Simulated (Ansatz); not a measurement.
Ansatz (an electronic-structure program) input (CCSD(T)/aug-cc-pV(D+d)Z):
A basis named .json is the Basis Set Exchange file of that set.

Ansatz 0.2 input:
```yaml
crystal:
  periodic: [false, false, false]
  atoms:
    - {symbol: Si, position_ang: [0.21654826, -0.05466915, 0.14157235]}
    - {symbol: Cl, position_ang: [0.52286185, 1.60184007, -0.99897041]}
    - {symbol: Cl, position_ang: [-0.18251648, -1.68783809, -0.99449467]}
    - {symbol: Cl, position_ang: [-1.30639439, 0.20754617, 1.45649841]}
    - {symbol: O, position_ang: [1.67389473, -0.16261879, 0.89330257]}
basis:
  gaussian:
    orbitals: aug-cc-pV_D+d_Z.json
magnetization: {spin_polarized: true, initial_magnetization: 1}
correlation: {method: ccsd_t, electrons: outside_noble_gas}
output: {forces: true}
```

Output:

```
Functional definition: HF
integrals: 0.71 GiB planned
1467 factors; integrals over basis functions are off by at most 3.0e-4 eV
0.86 GiB of device memory are held for the factors and their scratch space
mean field: 1.43 GiB planned
mean field evaluation 1: about -47403.5978 eV, gradient 3.8e1 eV
mean field evaluation 2: about -47403.6032 eV, gradient 3.8e1 eV
mean field evaluation 4: about -47413.7885 eV, gradient 1.7e1 eV
mean field evaluation 8: about -47415.4279 eV, gradient 3.9e-1 eV
mean field evaluation 16: about -47398.4575 eV, gradient 6.1e1 eV
mean field evaluation 32: about -47415.4309 eV, gradient 1.3e-3 eV
mean field evaluation 64: about -47415.4272 eV, gradient 6.0e-2 eV
mean field evaluation 96: about -47415.3515 eV, gradient 2.6e0 eV
mean field evaluation 128: about -47410.6231 eV, gradient 3.5e-2 eV
mean field evaluation 160: about -47411.9641 eV, gradient 1.0e1 eV
mean field -47415.43087071 eV, -1742.4849451653 hartree, gradient 7.7e-6 eV, S^2 0.757043; 7 other end points of the search recorded, 0 dependent functions left out
determinant -47415.43087071 eV, -1742.4849451653 hartree, with singles and doubles -47435.43118256 eV, -1743.2199430690 hartree
determinant -47415.28997865 eV, -1742.4797674774 hartree, with singles and doubles -47435.26391484 eV, -1743.2137960937 hartree
determinant -47415.43087071 eV, -1742.4849451653 hartree, with singles and doubles -47435.47244873 eV, -1743.2214595728 hartree
determinant -47415.28997865 eV, -1742.4797674774 hartree, with singles and doubles -47435.30147606 eV, -1743.2151764432 hartree
21 core orbitals not correlated
reference -47415.43087071 eV, -1742.4849451653 hartree; 16, 15 occupied and 114, 115 virtual orbitals, 1467 factors
densities: 14.56 GiB planned
second order -18.65213263 eV of doubles, -0.00000000 eV of singles
coupled cluster: 5.51 GiB planned
cycle   1  -20.04157934 eV  change   -1.3e-6 eV  update   3.1e-6
cycle   2  -20.04157923 eV  change    1.1e-7 eV  update   2.2e-6
cycle   3  -20.04158012 eV  change   -8.9e-7 eV  update   1.4e-6
cycle   4  -20.04158042 eV  change   -3.1e-7 eV  update   4.3e-7
cycle   5  -20.04158054 eV  change   -1.2e-7 eV  update   2.4e-7
cycle   6  -20.04158055 eV  change   -1.3e-8 eV  update   1.6e-7
cycle   7  -20.04158052 eV  change    3.0e-8 eV  update   1.1e-7
cycle   8  -20.04158051 eV  change    1.1e-8 eV  update   8.5e-8
cycle   9  -20.04158050 eV  change    1.1e-8 eV  update   6.5e-8
perturbative correction -0.64391502 eV, -0.0236634406 hartree
the calculation of the forces begins
0.49 GiB of device memory are held for the factors and their scratch space
Total energy: -47436.11636624 eV, -1743.2451231046 hartree
Atom 0 at     0.216548    -0.054669     0.141572 Å, force    -0.803856     0.121765    -0.462762 eV/Å
Atom 1 at     0.522862     1.601840    -0.998970 Å, force     0.033444     0.237969    -0.168689 eV/Å
Atom 2 at    -0.182516    -1.687838    -0.994495 Å, force    -0.056181    -0.275661    -0.170354 eV/Å
Atom 3 at    -1.306394     0.207546     1.456498 Å, force    -0.237624     0.030337     0.225344 eV/Å
Atom 4 at     1.673895    -0.162619     0.893303 Å, force     1.064217    -0.114410     0.576461 eV/Å
Dipole moment:    -0.147216    -0.002276    -0.065744 e Å
```

It need not be the lowest isomer of its formula.
